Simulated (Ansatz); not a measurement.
# Redistribution: C2H8O2Si2 + CH8O3Si2 → C2H8O3Si2 + CH8O2Si2

Gas-phase species: C2H8O2Si2 `C=C[SiH](O)[SiH2]O`, singlet; CH8O3Si2 `CO[SiH](O)O[SiH3]`, singlet; C2H8O3Si2 `C=C[SiH](O)[SiH](O)O`, singlet; CH8O2Si2 `CO[SiH2]O[SiH3]`, singlet. The partners trade H for OH; both sit on Si, so the bond types are kept.

Shapes, held fixed at every level: PBE0-D4/def2-TZVP. Flexible molecules stand in one conformer, not always the lowest. Programs: Ansatz 0.2.0. Electronic energies: no zero-point or thermal term.

| level | kind | ΔE (kJ/mol) | less CCSD(T)/CBS estimate |
| --- | --- | --- | --- |
| r2SCAN-D4/def2-TZVPP | meta-GGA | +17.6 | +2.3 |
| B3LYP-D4/def2-TZVPP | global hybrid | +14.0 | -1.3 |
| PBE0-D4/def2-TZVPP | global hybrid | +16.0 | +0.7 |
| wB97X-V/def2-TZVPP | range-separated hybrid | +14.9 | -0.4 |
| B2PLYP/def2-TZVPP | double hybrid | +14.4 | -0.9 |
| MP2/def2-TZVPP | perturbation theory | +14.5 | -0.8 |
| CCSD(T)/def2-TZVPP | coupled cluster or CI | +15.9 | +0.6 |
| CCSD(T)/CBS estimate | coupled cluster or CI | +15.3 | 0.0 |

The highest level, CCSD(T)/CBS estimate, gives ΔE = +15.3 kJ/mol; the levels span +14.0 to +17.6. The column of differences is taken from that level and isn't an error. No measured value is set beside it here. The CBS estimate extrapolates MP2 from def2-TZVPP and def2-QZVPP and adds CCSD(T) − MP2 in the triple-zeta set, cores frozen.
